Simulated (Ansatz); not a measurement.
Geometry optimisation, RKS PBE/def2-SVP (Ansatz).

Input:

```yaml
crystal:
  periodic: [false, false, false]
  atoms:
    - { symbol: Zr, position_ang: [0.343931, -0.430821, -0.486174] }
    - { symbol: O, position_ang: [-0.103942, 0.028611, 2.712787] }
    - { symbol: H, position_ang: [-1.004809, -0.168518, 3.022913] }
    - { symbol: F, position_ang: [1.704503, 0.213454, -1.655567] }
    - { symbol: F, position_ang: [-0.670224, 1.118399, -0.003321] }
    - { symbol: F, position_ang: [-0.886483, -1.546822, -1.419318] }
    - { symbol: "N", position_ang: [1.339663, -1.8098, 0.862072] }
    - { symbol: H, position_ang: [0.840367, -2.682776, 1.074842] }
    - { symbol: Si, position_ang: [3.01717, -1.814458, 1.403799] }
    - { symbol: H, position_ang: [3.695236, -3.124009, 1.077962] }
    - { symbol: H, position_ang: [3.713088, -0.68297, 0.690255] }
    - { symbol: H, position_ang: [3.162973, -1.583563, 2.892198] }
    - { symbol: H, position_ang: [0.329328, -0.861328, 2.645953] }
basis:
  gaussian: { orbitals: def2-SVP }
hamiltonian:
  xc: pbe
relax:
  f_tol: 0.03
  max_steps: 50
```

Launched with:

```bash
$ ansatz run input.yaml --threads 4 --pin off --max-ram 5120MiB --backend cpu --events-out ev --progress --plain --runs-dir out
```

Problem. Where does it end, and by what steps?

Solution. The run converged. After 21 steps the energy has fallen by 0.769 eV; F5 moved furthest, 1.22 Å. Joined: Zr1–O2 (3.26 → 2.43 Å).

```json
{"step": "0", "energy less start (eV)": "0.0000", "largest force component (eV/Å)": "0.996", "accepted": "yes"}
{"step": "1", "energy less start (eV)": "-0.0905", "largest force component (eV/Å)": "0.997", "accepted": "yes"}
{"step": "2", "energy less start (eV)": "-0.1937", "largest force component (eV/Å)": "1.067", "accepted": "yes"}
{"step": "3", "energy less start (eV)": "-0.3447", "largest force component (eV/Å)": "1.582", "accepted": "yes"}
{"step": "4", "energy less start (eV)": "-0.3941", "largest force component (eV/Å)": "2.058", "accepted": "yes"}
{"step": "5", "energy less start (eV)": "-0.4742", "largest force component (eV/Å)": "0.494", "accepted": "yes"}
{"step": "6", "energy less start (eV)": "-0.4966", "largest force component (eV/Å)": "0.282", "accepted": "yes"}
{"step": "7", "energy less start (eV)": "-0.5294", "largest force component (eV/Å)": "0.397", "accepted": "yes"}
{"step": "8", "energy less start (eV)": "-0.5576", "largest force component (eV/Å)": "0.714", "accepted": "yes"}
{"step": "9", "energy less start (eV)": "-0.5910", "largest force component (eV/Å)": "0.924", "accepted": "yes"}
{"step": "10", "energy less start (eV)": "-0.6629", "largest force component (eV/Å)": "0.612", "accepted": "yes"}
{"step": "11", "energy less start (eV)": "-0.7219", "largest force component (eV/Å)": "0.467", "accepted": "yes"}
{"step": "12", "energy less start (eV)": "-0.7306", "largest force component (eV/Å)": "0.924", "accepted": "yes"}
{"step": "13", "energy less start (eV)": "-0.7543", "largest force component (eV/Å)": "0.310", "accepted": "yes"}
{"step": "14", "energy less start (eV)": "-0.7582", "largest force component (eV/Å)": "0.257", "accepted": "yes"}
{"step": "15", "energy less start (eV)": "-0.7634", "largest force component (eV/Å)": "0.152", "accepted": "yes"}
{"step": "16", "energy less start (eV)": "-0.7641", "largest force component (eV/Å)": "0.105", "accepted": "yes"}
{"step": "17", "energy less start (eV)": "-0.7668", "largest force component (eV/Å)": "0.038", "accepted": "yes"}
{"step": "18", "energy less start (eV)": "-0.7681", "largest force component (eV/Å)": "0.036", "accepted": "yes"}
{"step": "19", "energy less start (eV)": "-0.7688", "largest force component (eV/Å)": "0.049", "accepted": "yes"}
{"step": "20", "energy less start (eV)": "-0.7689", "largest force component (eV/Å)": "0.102", "accepted": "yes"}
{"step": "21", "energy less start (eV)": "-0.7694", "largest force component (eV/Å)": "0.018", "accepted": "yes"}
```

```xyz
13
Properties=species:S:1:pos:R:3
Zr 0.301 -0.567 -0.132
O -0.817 -0.479 2.022
H -0.774 0.442 2.348
F 1.296 -0.448 -1.775
F 0.464 1.285 0.424
F -1.368 -1.293 -0.745
N 1.437 -1.926 0.962
H 1.125 -2.908 0.996
Si 3.119 -1.699 1.435
H 4.092 -2.497 0.605
H 3.400 -0.231 1.251
H 3.355 -2.053 2.885
H -0.148 -0.971 2.543
```

Whether the end is a true minimum wasn't checked by a vibrational analysis.

The run took 23 s on 4 threads of AMD EPYC 9R45 96-Core Processor (Zen 5), with other jobs on the host, peak memory 0.24 GiB.
